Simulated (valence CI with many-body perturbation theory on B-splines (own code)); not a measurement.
## Nd21+ in three bases

Calculated by configuration interaction combined with many-body perturbation theory (CI+MBPT): three valence electrons over a frozen Dirac-Fock core [Kr], radial functions for each j: 7 s, 7 p, 8 d, 6 f, 4 g, 1 h, with the one-electron correlation potential Σ1, the two-electron term Σ2, the three-electron term Σ3, Breit, model QED; selected CI, second order for the rest, scaled by the run's own slope (own B-spline code, finite nucleus).

No measured levels were compared; by estimate terms of the open shell hold to 2 to 4 % of their energy, and close levels can change places. Only levels of the ground parity were solved; by the run's estimate the other parity begins above the list, which can be wrong where configurations are misplaced.

The reference run has the lowest level (4d3/2^3) J=3/2 and an ionisation energy of 639.891 eV. Its largest variational space holds 5343 state functions.

Levels are named by their leading jj configuration (3d3/2^4 stands for four electrons in 3d with j = 3/2), which in mixed levels can hold well under half, so a name can repeat and another be missing. Letters in brackets count levels of one name in rising energy.

Changed runs:
A. basis 6 s, 6 p, 5 d, 5 f, 1 g
B. basis 5 s, 5 p, 4 d, 4 f

Excitation energies of the reference run in cm⁻¹, and shifts in cm⁻¹:

```tsv
Level	Reference	A	B
(4d3/2^2 4d5/2) J=5/2 [a]	27610	-83	-234
(4d3/2^2 4d5/2) J=7/2	43815	-30	-10
(4d3/2^2 4d5/2) J=3/2	45637	+33	+376
(4d3/2^2 4d5/2) J=9/2	50303	+55	+335
(4d3/2^2 4d5/2) J=1/2	53538	+7.9	+373
(4d3/2 4d5/2^2) J=7/2 [a]	78862	+70	+344
(4d3/2^2 4d5/2) J=5/2 [b]	81242	-16	+250
(4d3/2 4d5/2^2) J=9/2	83265	-3.7	+234
(4d3/2 4d5/2^2) J=3/2 [a]	94466	+76	+382
(4d3/2 4d5/2^2) J=1/2	99617	+110	+747
(4d3/2 4d5/2^2) J=11/2	104566	+105	+770
(4d3/2 4d5/2^2) J=5/2 [a]	112364	+180	+776
Ionisation energy (eV)	639.891	-0.032	-0.075
```
